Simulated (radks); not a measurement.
Task: The mean radii <r> (bohr) of the occupied orbitals of an atom or ion are listed with their occupations. Calculated with a radial shooting solver on a logarithmic mesh with Libxc functionals: scalar-relativistic Kohn-Sham, LDA (Slater exchange, Perdew-Wang correlation), spin-unpolarised, spherical densities, finite nucleus; Fermi nuclear charge, rms radius of each element as measured or else 0.836 A^(1/3) + 0.57 fm.

orbital  occ.     <r>
1s          2  0.1206
2s          2  0.6255
2p          6  0.5976

Name the element and its charge.

Result: Z = 13, aluminium, charge +3: Al3+ in [Ne]. The 1s radius gives Z: for a bare nucleus <r> = (2 gamma + 1)/(2Z) with gamma = sqrt(1 - (Z/c)^2), 0.115 bohr for Z = 13, and screening makes it slightly larger (0.1206 here). The occupations add up to 10, and the charge is Z minus that.
